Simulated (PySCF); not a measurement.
Computed IR spectrum (relative IR intensity) of a molecule C3H3BF2O. The structure is a stationary point at PBE-D3(BJ)/def2-SVP. The values are those of a single conformer. All values below come from PBE-D3(BJ)/def2-SVP run with PySCF. Frequencies are harmonic and unscaled.

```
ν (cm⁻¹)  relative intensity
--------  ------------------
429                      2.2
460                       13
622                      6.1
666                       16
685                      4.3
902                       10
925                       10
930                      2.1
970                      2.7
1094                      33
1155                      25
1225                      36
1341                      97
1387                     9.4
1404                     100
1615                      57
2985                     5.1
3049                     2.6
```

**Question.** Which structure fits?
(A) FB(F)C1=CCO1
(B) O=C1B(F)C[C@@H]1F
(C) OB1C=C(F)[C@H]1F
(D) FB(F)[C@H]1C=CO1

**Answer.** A, FB(F)C1=CCO1
